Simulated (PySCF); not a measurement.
# Structure from NMR data

Molecular formula: C₅H₁₁NOSi₂. Simulated spectra:

¹H NMR (400 MHz, computed): δ 6.31 (t, 1H), 4.16 (m, 2H), 4.00 (s, 3H), 3.96 (m, 2H), 0.25 (t, 3H).

¹³C{¹H} NMR (computed): δ 149.2 (C), 127.0 (CH), 118.0 (C), 58.1 (CH3), -7.8 (CH3).

- geometry from GFN2-xTB
- shielding tensors at PBE0/pcSseg-1 (GIAO)
- run in PySCF
- non-relativistic, one computed conformer, isolated molecule, fast rotation and ring inversion assumed for equivalent nuclei

References, each an isolated molecule treated in the same way: TMS for ¹H (σref 31.72) and ¹³C (σref 186.93).

Problem. Which of these isomers gave the spectra?
A. C=N[SiH2][Si@@H](C#CC)OC
B. Cc1ccoc1N([SiH3])[SiH3]
C. CO/C(C#N)=C\[SiH2][SiH2]C

Solution. C. 

The formula gives 3 degrees of unsaturation (no ring in the answer). 5 carbon signals for 5 carbons: no two carbons are equivalent. Carbon types of the structure: 2 × C, 1 × CH, 2 × CH3, leaving 4 H on heteroatoms. δC 149.2: alkene carbon bearing oxygen; an sp2 carbon further deshielded by the attached heteroatom. δC 127.0: β carbon of an enol-ether or enamine type C=C. δC 118.0: nitrile carbon; C≡N carbons fall here, among the sp2 signals but without a proton. δH 6.31: hydrogen on a β carbon of an enol-ether or enamine type C=C; a vinylic proton, deshielded by the sp2 carbon and the C=C anisotropy. δH 4.00: hydrogen on a methyl carbon bonded to O; its carbon carries O, hence the downfield position.

The others: C=N[SiH2][Si@@H](C#CC)OC would give 7 signals for carbon-bound and other non-exchanging H, not 5; Cc1ccoc1N([SiH3])[SiH3] would give 4 signals for carbon-bound and other non-exchanging H, not 5.

Shifts are as computed. Against solution values, carbons near 30 ppm lie about +3 ppm off and those near 130 ppm about +5 ppm. Of 1309 compounds with measured shifts, 239 miss one by over three times the rms of a fit or turn the order of signals round; such compounds aren't used in these exercises. Multiplicities follow the n + 1 count of equivalent neighbours, as no J values were calculated; m marks all less simple cases, F and P coupling included.
